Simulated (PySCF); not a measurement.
## Excitation energy of Cd by level of theory

Cd [Kr] 4d10 5s2 (1S) → Cd [Kr] 4d10 5s1 5p1 (3P), as a difference of total energies. Computed with PySCF 2.14 in ANO-RCC-VTZP (7s6p4d2f1g, 68 functions), with scalar relativity by spin-free X2C-1e. Correlated levels: valence: [Kr] frozen. The calculations carry no spin-orbit coupling.

```
           method  excitation energy (eV)  error (eV)
              UHF                   2.514      -1.360
    MP2 (valence)                   3.819      -0.055
SCS-MP2 (valence)                   3.874       0.000
   CCSD (valence)                   3.718      -0.156
CCSD(T) (valence)                   3.831      -0.043
```

Reference: 3.874 eV (measured; NIST levels, between the centres of gravity of the two terms).

Errors of the correlated levels include the incompleteness of this basis and the frozen core.

The basis was made for the ground configuration and has no added diffuse functions, so the excitation energy can come out too high.
